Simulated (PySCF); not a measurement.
Two-component Hartree-Fock for Si²⁺ (silicon, charge +2)

Start: [Ne] 3s2. Calculated with PySCF 2.14 in x2c-TZVPall-2c: generalised Hartree-Fock with the X2C-1e Hamiltonian and a Gaussian nucleus; one run each with spin-orbit coupling (SO) switched off, then screened by Boettger's factors. This is a chosen level, not necessarily the ground level.

```
spinor shell  electrons  ε, spin-free (eV)  ε, screened SO (eV)  weight of nominal j (screened SO)  rms radius, screened SO (bohr)
       1s1/2          2            -1899.0              -1899.0                              1.000                           0.129
       2s1/2          2            -189.76              -189.76                              1.000                           0.611
       2p1/2          2            -137.16              -137.63                              1.000                           0.597
       2p3/2          4            -137.16              -136.93                              1.000                           0.599
       3s1/2          2            -32.225              -32.225                              1.000                            2.12
```

```tsv
quantity	spin-free	screened SO
E (hartree)	-288.59228	-288.59253
M_J	0	0
⟨J²⟩	0.000	0.000
⟨L²⟩	0.000	0.000
⟨S²⟩	0.000	0.000
```

Without spin-orbit coupling the j labels of p, d and f shells carry no meaning; the spin-free column gives the mean over the occupied spinors of each nl shell.
